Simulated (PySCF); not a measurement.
Bond curve of PbN

Set-up: Pb cc-pVDZ-PP with ECP60, N cc-pVDZ; scalar-relativistic core potentials (PySCF 2.14). Energies in eV from Pb + N in their ground configurations at the same level. All curves are PBE0. state 1: Ms = 0.5 determinant of mixed spin (⟨S²⟩ near 1.1), unpaired electrons π ↑; state 2: Ms = 0.5 determinant of mixed spin (⟨S²⟩ near 1.1), unpaired electrons σ ↑, a second solution, started from another occupation; state 3: ⁴Π (quartet), unpaired electrons π ↑↑↑, a second solution, started from another occupation; state 4: quartet, unpaired electrons σ ↑, π ↑↑, a mixture of terms (⟨Lz²⟩ = 2.0), a second solution, started from another occupation.

```csv
R (Å),state 1,state 2,state 3,state 4
1.812,-0.941,-1.352,1.504,0.9479
1.896,-1.493,-1.643,0.498,0.2477
1.981,-1.767,-1.717,-0.185,-0.1855
2.044,-1.853,-1.686,-0.536,-0.3816
2.107,-1.873,-1.611,-0.781,-0.4950
2.170,-1.846,-1.509,-0.941,-0.5458
2.255,-1.761,-1.352,-1.052,-0.5443
2.360,-1.606,-1.148,-1.074,-0.4756
2.486,-1.384,-0.918,-0.987,-0.3523
2.655,-1.084,-0.661,-0.774,-0.1847
```

Task: Put a parabola through the three lowest points of the state 1 curve and estimate Re, k and ωe (reduced mass 13.12 u; 1 eV/Å² = 0.16022 mdyn/Å; ωe = 1302.8·√(k/μ) cm⁻¹).

Result: Through R = 2.044, 2.107, 2.17 Å the second-order coefficient is 5.92 eV/Å², so Re ≈ 2.102 Å, k ≈ 1.90 mdyn/Å and ωe ≈ 495 cm⁻¹. A polynomial fit of higher order to the unrounded PBE0 energies gives Re = 2.098 Å, k = 1.95 mdyn/Å, ωe = 502 cm⁻¹; anharmonicity and rounding make the difference.

The higher-order fit for each curve: state 1: Re = 2.098 Å, ωe = 502 cm⁻¹, De = 1.87 eV; state 2: Re = 1.980 Å, ωe = 601 cm⁻¹, minimum 1.72 eV below the ground-state fragments; state 3: Re = 2.327 Å, ωe = 431 cm⁻¹, minimum 1.08 eV below the ground-state fragments; state 4: Re = 2.209 Å, ωe = 437 cm⁻¹, minimum 0.55 eV below the ground-state fragments.

⟨S²⟩ of the unrestricted solution departs from its pure value on part of the curve, where spin states mix. These are scalar-relativistic numbers at best; spin–orbit coupling would shift them, the dissociation energy most. The state was picked by a PBE0 search and need not be the measured ground state.
